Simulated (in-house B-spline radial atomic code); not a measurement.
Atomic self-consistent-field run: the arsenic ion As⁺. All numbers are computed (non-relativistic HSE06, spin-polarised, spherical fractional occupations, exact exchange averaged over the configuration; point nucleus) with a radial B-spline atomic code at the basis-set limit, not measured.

Command:
```bash
python run_scf.py task.json out
```
Settings:
```
Z                33
configuration    [Ar] 3d10 4s2 4p2
hamiltonian      nr
method           hse06
spin_polarised   True
exact_exchange   averaged over the configuration
```

Output (hartree, bohr):
```
 radial grid: 62 intervals, B-splines of order 8, outer radius 60 bohr

 iter        energy (Eh)    residual
    1       -2234.292695    4.27e-01
    2       -2234.729867    1.43e-01
    3       -2235.211482    1.68e-02
    4       -2235.214079    8.25e-03
    5       -2235.214360    1.30e-03
    6       -2235.214369    7.49e-04
    7       -2235.214381    2.00e-05
    8       -2235.214381    4.21e-06
    9       -2235.214381    3.42e-07
   10       -2235.214381    1.77e-08

 total energy                     -2235.21438
 kinetic                            2233.8416
 electron-nucleus                  -5336.3793
 Hartree                             949.7709
 exact exchange                      -19.7568
 exchange-correlation                -62.6908

 orbital      occ     eigenvalue          <r>       <r^2>       <1/r>     <1/r^3>       r_max
 1s up      1.000      -426.5585    0.0463727  0.00288044     32.5051           -     0.03062
 1s down    1.000      -426.5544    0.0463724   0.0028804     32.5053           -     0.03062
 2s up      1.000       -54.3129     0.206473   0.0502034     7.17101           -      0.1735
 2s down    1.000       -54.3112     0.206469   0.0502006     7.17099           -      0.1735
 2p up      3.000       -48.5499     0.178789   0.0390842     7.13549     1039.69      0.1379
 2p down    3.000       -48.5459     0.178796   0.0390868     7.13518     1039.57      0.1379
 3s up      1.000        -7.4355     0.608118    0.425804     2.32982           -      0.5307
 3s down    1.000        -7.4286     0.608002    0.425534     2.32971           -      0.5308
 3p up      3.000        -5.4717     0.621505    0.453531     2.20796     142.196      0.5253
 3p down    3.000        -5.4630     0.621303     0.45303     2.20798     142.157      0.5255
 3d up      5.000        -2.0306     0.673951    0.572305     1.91252     16.8827      0.4777
 3d down    5.000        -2.0223     0.670655    0.564929     1.91761     16.9603      0.4775
 4s up      1.000        -0.9166      1.91495     4.18132    0.679975           -       1.636
 4s down    1.000        -0.8278      1.90658     4.15757    0.686205           -       1.618
 4p up      2.000        -0.5480      2.30056     6.10123    0.559972     9.39289       1.916
```

Cost of the run: 0.84 s on 1 thread of Arm Neoverse V2, with other jobs on the host.
